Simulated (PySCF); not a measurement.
Computed shifts of a molecule H₆O₃Si₂, PBE0/pcSseg-1 (PySCF), GIAO, gas phase, atoms alike by connectivity averaged where their shifts nearly agree, in ppm (number of nuclei): ²⁹Si: -11.7 (1), -25.3 (1). ¹H: 5.43 (1), 5.35 (1), 5.24 (1), 4.48 (1), 2.54 (1), 0.68 (1). References: ¹⁷O against H2O (σ = 334.2 ppm); ²⁹Si against TMS (σ = 352.7 ppm); ¹H against TMS (σ = 31.56 ppm), references at their B3LYP-D3(BJ)/def2-TZVP geometries, non-relativistic. Geometry optimised at ωB97X-D3(BJ)/def2-SVP. Other conformers were not sampled.

**Question.** Which structure fits?
A) O[SiH2][SiH](O)O
B) O[SiH](O)O[SiH3]
C) O[SiH2]O[SiH2]O
D) O[Si](O)(O)[SiH3]

**Answer.** A, O[SiH2][SiH](O)O
